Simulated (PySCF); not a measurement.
## Correlation energy of S⁺ (sulfur, charge +1)

[Ne] 3s2 3p3, high-spin 4S determinant. All numbers are calculated (PySCF 2.14, the non-relativistic Hamiltonian (point nucleus), in cc-pV(D+d)Z). Frozen: [Ne]; 5 electrons correlated.

MP2 pair energies summed by pair of shells (mhartree):

| pair | energy | share (%) |
| --- | --- | --- |
| 3s-3p | -45.24 | 64.7 |
| 3p-3p | -16.86 | 24.1 |
| 3s-3s | -7.82 | 11.2 |

Total MP2 correlation energy: -69.92 mhartree.

Same-spin part -18.91 and opposite-spin part -51.01 mhartree; SCS-MP2 scales them by 1/3 and 6/5 to -67.51 mhartree.

```
  level  correlation energy (mhartree)
   CCSD                         -89.95
    (T)                          -1.08
CCSD(T)                         -91.03
```

Diagnostics: T1 = 0.0024, D1 = 0.0060, largest double amplitude 0.066.

Cost of the coupled-cluster step: 0.16 s of wall time on 1 thread of Neoverse-N1 (shared host), for 5 correlated electrons.

Iterations:

```
CC2 = 0
CCSD nocc = (np.int64(4), np.int64(1)), nmo = (18, 18)
frozen orbitals [[0, 1, 2, 3, 4], [0, 1, 2, 3, 4]]
max_cycle = 100
direct = 0
conv_tol = 1e-08
conv_tol_normt = 1e-06
diis_space = 8
diis_start_cycle = 0
Init t2, MP2 energy = -0.0699192403044245
Init E_corr(UCCSD) = -0.0699192403163006
cycle = 1  E_corr(UCCSD) = -0.0852914745259365  dE = -0.0153722342  norm(t1,t2) = 0.0422225
cycle = 2  E_corr(UCCSD) = -0.0886963671046973  dE = -0.00340489258  norm(t1,t2) = 0.0118398
cycle = 3  E_corr(UCCSD) = -0.0899689190595584  dE = -0.00127255195  norm(t1,t2) = 0.00405071
cycle = 4  E_corr(UCCSD) = -0.0899477835657612  dE = 2.11354938e-05  norm(t1,t2) = 0.000459666
cycle = 5  E_corr(UCCSD) = -0.0899490846963411  dE = -1.30113058e-06  norm(t1,t2) = 3.824e-05
cycle = 6  E_corr(UCCSD) = -0.089948421188441  dE = 6.635079e-07  norm(t1,t2) = 7.11136e-06
cycle = 7  E_corr(UCCSD) = -0.0899487661722644  dE = -3.44983823e-07  norm(t1,t2) = 1.15272e-06
cycle = 8  E_corr(UCCSD) = -0.0899486774696357  dE = 8.87026287e-08  norm(t1,t2) = 2.06623e-07
cycle = 9  E_corr(UCCSD) = -0.0899486833725356  dE = -5.90289995e-09  norm(t1,t2) = 3.19209e-08
UCCSD converged
E(UCCSD) = -397.2487571520131  E_corr = -0.08994868337253564
UCCSD(T) correction = -0.00108406902498114
```
